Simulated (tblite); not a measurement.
Species: C5H15P3.
Atom-mapped SMILES: `[CH3:1][PH:2][CH2:3][CH2:4][CH2:5][PH:6][CH2:7][PH2:8]` (hydrogens: H9, H10, H11 on C1; H12 on P2; H13, H14 on C3; H15, H16 on C4; H17, H18 on C5; H19 on P6; H20, H21 on C7; H22, H23 on P8)

Computed with GFN2-xTB (tblite), gas phase: L-BFGS steps from a force-field or distance-geometry start until the largest atomic force falls under 0.01 eV/Å.

Step 122: E = -704.1957 eV
```
atom  x, y, z in Å  |  force x, y, z in eV/Å
C1     -3.5136    0.8400   -0.4544    0.019   0.001   0.044
P2     -1.9198    1.3326    0.3599   -0.025  -0.021  -0.021
C3     -1.4095   -0.3356    1.0283   -0.025  -0.035  -0.023
C4     -0.7318   -1.1883   -0.0393    0.045  -0.026  -0.021
C5      0.6385   -0.6278   -0.4051    0.029   0.013  -0.076
P6      1.8548   -0.8522    0.9938   -0.013   0.068   0.009
C7      3.4482   -0.5215    0.0816   -0.001  -0.016   0.023
P8      3.7371    1.1129   -0.7601    0.023   0.020  -0.005
H9     -3.3033    0.3512   -1.4045    0.021   0.022  -0.010
H10    -4.0898    1.7416   -0.6539    0.012  -0.002  -0.013
H11    -4.0978    0.1665    0.1723    0.032   0.029   0.014
H12    -2.5123    1.7475    1.5607   -0.006  -0.017   0.001
H13    -0.7111   -0.1712    1.8571   -0.046  -0.014  -0.044
H14    -2.2946   -0.8452    1.4186   -0.001  -0.016   0.027
H15    -0.6079   -2.2129    0.3263   -0.028   0.029   0.046
H16    -1.3575   -1.2371   -0.9373    0.008   0.043   0.051
H17     0.5420    0.4290   -0.6814    0.018  -0.067   0.034
H18     1.0436   -1.1803   -1.2613   -0.015   0.014   0.015
H19     1.7342    0.4446    1.5215   -0.001  -0.057  -0.003
H20     3.5710   -1.3158   -0.6646    0.031   0.016   0.005
H21     4.2661   -0.6481    0.8030   -0.059  -0.010  -0.002
H22     2.5818    1.1090   -1.5323   -0.034   0.006  -0.041
H23     3.1265    1.8879    0.2270    0.017   0.019  -0.010
```

Step 123: E = -704.1965 eV
```
atom  x, y, z in Å  |  force x, y, z in eV/Å
C1     -3.4867    0.8490   -0.4668   -0.003  -0.039   0.019
P2     -1.9075    1.3375    0.3804   -0.039  -0.062   0.000
C3     -1.4060   -0.3380    1.0424   -0.025  -0.017  -0.031
C4     -0.7335   -1.1914   -0.0292    0.005  -0.014   0.011
C5      0.6356   -0.6340   -0.4035   -0.009  -0.010  -0.027
P6      1.8536   -0.8603    0.9912    0.044   0.053   0.010
C7      3.4455   -0.5146    0.0783   -0.018  -0.008   0.019
P8      3.7197    1.1262   -0.7577   -0.121   0.049   0.005
H9     -3.2610    0.3822   -1.4275    0.014   0.058   0.066
H10    -4.0682    1.7507   -0.6541    0.025  -0.025  -0.007
H11    -4.0752    0.1551    0.1370    0.068   0.073  -0.017
H12    -2.5194    1.7366    1.5785   -0.005  -0.018  -0.026
H13    -0.7076   -0.1813    1.8736   -0.062  -0.015  -0.066
H14    -2.2959   -0.8432    1.4294    0.023  -0.008   0.017
H15    -0.6113   -2.2150    0.3391   -0.022   0.022   0.028
H16    -1.3666   -1.2380   -0.9220    0.016   0.030   0.043
H17     0.5393    0.4221   -0.6751    0.017  -0.012   0.004
H18     1.0338   -1.1864   -1.2612    0.002  -0.003  -0.013
H19     1.7246    0.4321    1.5266    0.006  -0.052  -0.003
H20     3.5737   -1.3038   -0.6729    0.026   0.024   0.020
H21     4.2649   -0.6383    0.7979   -0.055  -0.015   0.011
H22     2.5809    1.0872   -1.5629    0.051   0.025   0.021
H23     3.0622    1.8924    0.2143    0.061  -0.037  -0.086
```

Step 124: E = -704.1977 eV
```
atom  x, y, z in Å  |  force x, y, z in eV/Å
C1     -3.4948    0.8463   -0.4631   -0.006  -0.020   0.005
P2     -1.9123    1.3360    0.3730   -0.007  -0.049   0.013
C3     -1.4077   -0.3375    1.0379   -0.019  -0.004  -0.027
C4     -0.7320   -1.1902   -0.0322   -0.016  -0.008   0.026
C5      0.6377   -0.6332   -0.4047   -0.018  -0.019   0.013
P6      1.8538   -0.8615    0.9918    0.061   0.040  -0.006
C7      3.4469   -0.5162    0.0794   -0.024   0.007   0.013
P8      3.7248    1.1225   -0.7617   -0.034  -0.002   0.002
H9     -3.2749    0.3732   -1.4206    0.026   0.035   0.029
H10    -4.0761    1.7461   -0.6558    0.018   0.002  -0.003
H11    -4.0809    0.1592    0.1473    0.036   0.034   0.013
H12    -2.5171    1.7395    1.5726   -0.008  -0.014  -0.019
H13    -0.7102   -0.1782    1.8685   -0.051  -0.008  -0.051
H14    -2.2960   -0.8443    1.4268    0.021  -0.009   0.008
H15    -0.6132   -2.2133    0.3375   -0.012   0.012   0.016
H16    -1.3644   -1.2335   -0.9249    0.011   0.013   0.019
H17     0.5418    0.4232   -0.6707    0.014   0.015  -0.013
H18     1.0356   -1.1825   -1.2636    0.010  -0.010  -0.021
H19     1.7238    0.4295    1.5294    0.009  -0.041  -0.006
H20     3.5766   -1.3069   -0.6700    0.020   0.020   0.018
H21     4.2658   -0.6386    0.7996   -0.054  -0.012   0.013
H22     2.5809    1.0947   -1.5545    0.002   0.018  -0.009
H23     3.0869    1.8929    0.2140    0.021   0.001  -0.034
```

Step 125: E = -704.1985 eV
```
atom  x, y, z in Å  |  force x, y, z in eV/Å
C1     -3.4907    0.8477   -0.4638   -0.015  -0.001  -0.021
P2     -1.9113    1.3363    0.3762    0.011  -0.035   0.016
C3     -1.4088   -0.3382    1.0388   -0.018  -0.001  -0.019
C4     -0.7329   -1.1911   -0.0303   -0.021  -0.003   0.024
C5      0.6367   -0.6355   -0.4048   -0.013  -0.017   0.034
P6      1.8545   -0.8632    0.9909    0.053   0.018  -0.017
C7      3.4466   -0.5139    0.0791   -0.025   0.013   0.005
P8      3.7239    1.1249   -0.7624   -0.008  -0.015   0.002
H9     -3.2682    0.3790   -1.4227    0.027   0.027   0.026
H10    -4.0737    1.7470   -0.6558    0.022   0.000   0.004
H11    -4.0761    0.1582    0.1430    0.019   0.017   0.024
H12    -2.5190    1.7376    1.5749   -0.008  -0.014  -0.016
H13    -0.7118   -0.1809    1.8695   -0.038   0.000  -0.031
H14    -2.2975   -0.8443    1.4276    0.018  -0.012   0.005
H15    -0.6160   -2.2133    0.3414   -0.004  -0.002   0.011
H16    -1.3659   -1.2337   -0.9217    0.003   0.003  -0.001
H17     0.5411    0.4212   -0.6688    0.014   0.023  -0.022
H18     1.0332   -1.1842   -1.2647    0.010  -0.011  -0.017
H19     1.7206    0.4251    1.5317    0.012  -0.026  -0.007
H20     3.5793   -1.3036   -0.6705    0.014   0.014   0.016
H21     4.2647   -0.6356    0.7998   -0.044  -0.009   0.021
H22     2.5851    1.0936   -1.5608   -0.017   0.017  -0.014
H23     3.0812    1.8940    0.2093    0.008   0.014  -0.021
```

Question: Estimate the geometry and energy of step 126. (The exact step hangs on the optimiser's Hessian estimate; all steps are aligned on step 125, rigid shifts and turns removed.)

Answer: E = -704.2001 eV, largest force 0.055 eV/Å
```
atom  x, y, z in Å  |  force x, y, z in eV/Å
C1     -3.4699    0.8549   -0.4716   -0.011   0.009  -0.045
P2     -1.9044    1.3396    0.3948    0.003  -0.012   0.015
C3     -1.4104   -0.3396    1.0474   -0.012  -0.001  -0.001
C4     -0.7371   -1.1933   -0.0213   -0.020   0.003   0.007
C5      0.6334   -0.6433   -0.4012    0.003  -0.004   0.055
P6      1.8590   -0.8741    0.9888    0.022  -0.009  -0.042
C7      3.4454   -0.5050    0.0760   -0.019   0.021  -0.002
P8      3.7108    1.1368   -0.7659    0.006  -0.045  -0.001
H9     -3.2316    0.4040   -1.4351    0.023   0.011   0.029
H10    -4.0563    1.7524   -0.6596    0.016   0.013   0.013
H11    -4.0582    0.1534    0.1177    0.013   0.008   0.023
H12    -2.5313    1.7279    1.5884    0.003  -0.015  -0.022
H13    -0.7141   -0.1906    1.8781   -0.010   0.017   0.015
H14    -2.3015   -0.8422    1.4347    0.007  -0.023   0.001
H15    -0.6247   -2.2147    0.3519    0.006  -0.025   0.007
H16    -1.3729   -1.2322   -0.9096   -0.005  -0.015  -0.037
H17     0.5403    0.4144   -0.6627    0.018   0.025  -0.027
H18     1.0256   -1.1916   -1.2640   -0.003  -0.007   0.000
H19     1.7137    0.4057    1.5447    0.020  -0.007  -0.013
H20     3.5878   -1.2907   -0.6758    0.002   0.002   0.013
H21     4.2626   -0.6240    0.7975   -0.027   0.007   0.026
H22     2.5894    1.0807   -1.5874   -0.022   0.021  -0.002
H23     3.0393    1.8986    0.1900   -0.012   0.026  -0.010
```

The energy changes by -0.0016 eV. The first-order estimate −F·Δx gives -0.0024 eV and the mean of the old and new forces, exact on a quadratic surface, -0.0016 eV. The step makes an angle of 82° with the force vector and moves no atom by more than 0.046 Å.
